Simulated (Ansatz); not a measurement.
Consider the atomization: `[F][GeH]1[BH][NH]1` → B• + F• + Ge• + 3 H• + N•.

Calculated with Ansatz (gas phase, PBE0-D4/def2-TZVP geometries, no zero-point term in ΔE). CCSD(T)/CBS is the MP2 limit (def2-TZVPP, def2-QZVPP) plus CCSD(T) − MP2 in def2-TZVPP, frozen cores. This one scheme is used for every species, atoms too. Functionals use def2-TZVPP. B3LYP here is the variant with VWN-RPA as its local correlation; programs differ in this. HSE06 is defined as in plane-wave codes. Open shells (•) are unrestricted, without spin–orbit coupling. Spin–orbit coupling would lower the free atoms: a little for B, F; clearly for Ge. For Ge outer-core shells are correlated without core-valence functions, so the limit isn't a true one: a few kJ/mol of doubt a bond, and 10 to 20 or more in all where bonds break to atoms. Scalar relativity is left out up to krypton.

```tsv
level	ΔE (eV)	difference from CCSD(T)/CBS
PBE-D4	25.46	0.72
revPBE-D4	24.64	-0.10
BLYP-D4	24.91	0.17
B3LYP-D4	24.73	-0.01
HSE06-D4	24.73	-0.01
r2SCAN	24.88	0.14
B3LYP	24.53	-0.21
BHLYP	23.56	-1.18
LC-ωPBE	24.72	-0.02
CCSD/CBS(def2)	24.22	-0.52
CCSD(T)/CBS	24.74	0
```

Largest T1 diagnostic among the species: 0.014.

From BLYP to BHLYP (50 % exact exchange), in def2-TZVPP and without D4, ΔE moves by −1.08 eV: exact exchange takes away binding that semilocal exchange gives to molecules. At CCSD(T), def2-SVP lies −1.76 eV from the extrapolated value and def2-TZVPP −0.72 eV: correlation converges slowly with the basis, and small sets miss more of it in the bonded molecule than in its fragments.

For atomizations the MP2-based limit and the directly extrapolated one differ by several kJ/mol either way, and by 10 to 25 for some Ge, Se and Sn compounds, so smaller differences from it don't rank the levels.
